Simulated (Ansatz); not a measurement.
These are frozen-core CCSD(T)/cc-pVTZ // B3LYP-D3(BJ)/def2-TZVP run with Ansatz (an electronic-structure program) values and carry that method's errors.

Ansatz 0.2 input:
```yaml
crystal:
  periodic: [false, false, false]
  atoms:
    - { symbol: Cl, position_ang: [-1.488703, -1.392362, -0.189288] }
    - { symbol: Ge, position_ang: [-0.000733, 0.000852, 0.568024] }
    - { symbol: Cl, position_ang: [-0.460882, 1.985249, -0.192856] }
    - { symbol: Cl, position_ang: [1.950318, -0.593738, -0.185879] }
basis:
  gaussian: { orbitals: cc-pVTZ }
correlation:
  method: ccsd_t
magnetization:
  spin_polarized: true
  initial_magnetization: 1
```

Output:

```
Functional definition: HF
898 factors; integrals over basis functions are off by at most 5.9e-4 eV
mean field evaluation 1: about -93988.2677 eV, gradient 1.5e1 eV
mean field evaluation 2: about -93988.4104 eV, gradient 1.6e1 eV
mean field evaluation 4: about -93990.2257 eV, gradient 2.1e0 eV
mean field evaluation 8: about -93990.3373 eV, gradient 1.6e-1 eV
mean field evaluation 16: about -93989.5336 eV, gradient 9.9e0 eV
mean field -93990.33828151 eV, -3454.0812229059 hartree, gradient 5.9e-6 eV, S^2 0.761040; 0 other end points of the search recorded, 0 dependent functions left out
24 core orbitals not correlated
reference -93990.33828151 eV, -3454.0812229059 hartree; 18, 17 occupied and 103, 104 virtual orbitals, 898 factors
second order -19.58239906 eV of doubles, -0.00000000 eV of singles
cycle   1  -20.28181648 eV  change   -7.0e-1 eV  update   9.6e-2
cycle   2  -20.74977027 eV  change   -4.7e-1 eV  update   2.8e-2
cycle   3  -20.84590641 eV  change   -9.6e-2 eV  update   1.6e-2
cycle   4  -20.83418988 eV  change    1.2e-2 eV  update   5.7e-3
cycle   5  -20.83359766 eV  change    5.9e-4 eV  update   3.0e-3
cycle   6  -20.83429149 eV  change   -6.9e-4 eV  update   1.2e-3
cycle   7  -20.83464272 eV  change   -3.5e-4 eV  update   4.7e-4
cycle   8  -20.83480214 eV  change   -1.6e-4 eV  update   1.6e-4
cycle   9  -20.83476037 eV  change    4.2e-5 eV  update   6.0e-5
cycle  10  -20.83472330 eV  change    3.7e-5 eV  update   2.1e-5
perturbative correction -0.96287763 eV, -0.0353851002 hartree
Total energy: -94012.13588244 eV, -3454.8822699651 hartree
```

Cost: about 120 core-seconds (a rough figure).
